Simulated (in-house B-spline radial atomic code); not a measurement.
Values are calculated unless marked as measured or tabulated.
**Weak and strong correlation along the adiabatic connection**

Two-electron singlets in several external potentials (atomic units), by full CI in B-splines with partial waves to l = 8 (correlation energies up to 0.6 % small). The repulsion is scaled by λ at fixed density; W(λ) is the mean repulsion less the Hartree energy, W(0) = E_x, and the area under W from 0 to 1 is E_xc.

One system gave this curve:

```tsv
λ	W (hartree)
0	-1.1904
0.02	-1.1925
0.05	-1.1955
0.12	-1.2025
0.25	-1.2149
0.4	-1.2285
0.6	-1.2454
0.8	-1.2611
1	-1.2756
1.4	-1.3017
2	-1.3345
3	-1.377
4.5	-1.4218
7	-1.4693
10	-1.5043
```

Problem. Which system is it?
A. −Z/r, Z = 3.97, wall at 0.838 bohr
B. ω²r²/2 − Z/r, ω = 2.71, Z = -0.5
C. −Z/r, Z = 20
D. −V exp(−r²/w²), V = 13.8, w = 4.16

Solution. B. The exchange energy sets the size: ω²r²/2 − Z/r, ω = 2.71, Z = -0.5: E_x = -1.19, E_c = -0.0453; −Z/r, Z = 20: E_x = -12.3, E_c = -0.0459; −Z/r, Z = 3.97, wall at 0.838 bohr: E_x = -2.84, E_c = -0.0441; −V exp(−r²/w²), V = 13.8, w = 4.16: E_x = -0.818, E_c = -0.0417 hartree.
